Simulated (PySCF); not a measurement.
A small calculation by hand: chemical shift, span and skew from a shielding tensor

SiHF, SMILES F[SiH] (connectivity only; charge and spin as stated), neutral, multiplicity 1. Atoms are numbered in the order given.

```xyz
3

Si     0.1183     0.5896     0.0000
H     -1.3903     0.8968     0.0000
F     -0.0295    -1.0168     0.0000
```

Geometry optimised at PBE0-D3(BJ)/def2-TZVPD. The isomer is the one that the SMILES or the coordinates give; other isomers of the formula were not compared.

GIAO shieldings from PBE0/pcSseg-2 (PySCF), non-relativistic, no solvent. The symmetric part of the tensor of Si1 has the principal values -972.3, 159.4, 418.8 ppm. The same nucleus in TMS has σ = 341.9 ppm at this level (PySCF, at its B3LYP-D3(BJ)/def2-TZVP geometry).

Question: Work out the isotropic shielding, the ²⁹Si shift against TMS, the span and the skew.

Answer: 
σ(iso) = (σ11 + σ22 + σ33)/3 = -131.4 ppm. δ = σ(ref) − σ(iso) = 341.9 − (-131.4) = 473.3 ppm.
Span Ω = σ33 − σ11 = 1391.1 ppm. Skew κ = 3(σ(iso) − σ22)/Ω = -0.63. Tumbling in solution averages the tensor to δ; in a static solid the shielding alone would spread this spin-1/2 line over Ω.
